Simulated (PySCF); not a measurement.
# An isoelectronic series: ZrS₂, NbS₂⁺, MoS₂²⁺

Level: PBE0 in the def2-TZVP basis family, computed in PySCF with density fitting; scalar-relativistic core potentials for atoms from Rb on, none lighter, no spin–orbit coupling; open shells unrestricted.

Each entry is the lowest minimum that a search over a few typed start shapes (and spin states, where more than one is plausible) found, or that minimum re-optimised at the stated level; isomers with ligand–ligand bonds, or fragments after loss of a ligand pair, can lie lower.

```json
{"molecule": "ZrS₂", "2S+1": "?", "point group": "?", "mean bond to the central atom (Å)": "?", "dipole (D)": "?", "lowest ω (cm⁻¹)": "?", "gap (eV)": "?", "distinct angles (°)": "?"}
{"molecule": "NbS₂⁺", "2S+1": "1", "point group": "C2v", "mean bond to the central atom (Å)": "2.098", "dipole (D)": "4.48", "lowest ω (cm⁻¹)": "216", "gap (eV)": "2.92", "distinct angles (°)": "105"}
{"molecule": "MoS₂²⁺", "2S+1": "1", "point group": "C2v", "mean bond to the central atom (Å)": "2.038", "dipole (D)": "1.45", "lowest ω (cm⁻¹)": "254", "gap (eV)": "2.52", "distinct angles (°)": "104"}
```

(1) Fill in the row of ZrS₂.

Answers

(1) 2S+1: 1; point group: C2v; mean bond to the central atom (Å): 2.207; dipole (D): 7.14; lowest ω (cm⁻¹): 158; gap (eV): 3.05; distinct angles (°): 110.

The bond shortens at every step; the largest change, -0.109 Å, falls between ZrS₂ and NbS₂⁺ among the members listed.

Left out of the table are members whose search was unfinished or whose lowest solution was spin-contaminated, unstable, very soft or bonded differently.
